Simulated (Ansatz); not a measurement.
CoO: shapes and states compared

Computed with Ansatz's Gaussian-basis code (development build). Basis cc-pwCVTZ-DK on Co, cc-pVTZ-DK on O, scalar X2C without spin–orbit coupling, 6 orbitals frozen in the corrections; active space CAS(15,10). Restricted Hartree–Fock, then the lowest state-specific CASSCF solution met for each case. On stretched bonds single-reference methods can fail or change state. Unlike active orbitals can shift such differences by tenths of an eV, at times by over 1 eV.

Case A, doublet: bond length 1.6290 Å.

Case B, quartet: the shape of A.

Energy less that of case A, in eV:

| case | RHF/ROHF | CASSCF |
| --- | --- | --- |
| B | -2.648 | -0.863 |

(1) Give the SC-NEVPT2 energies against case A.

(2) Which case is lowest, and do the methods agree?

Results:

(1) B: -1.213 eV (-28.0 kcal/mol).

(2) B is lowest in SC-NEVPT2. Of the methods shown, RHF/ROHF, CASSCF agree.
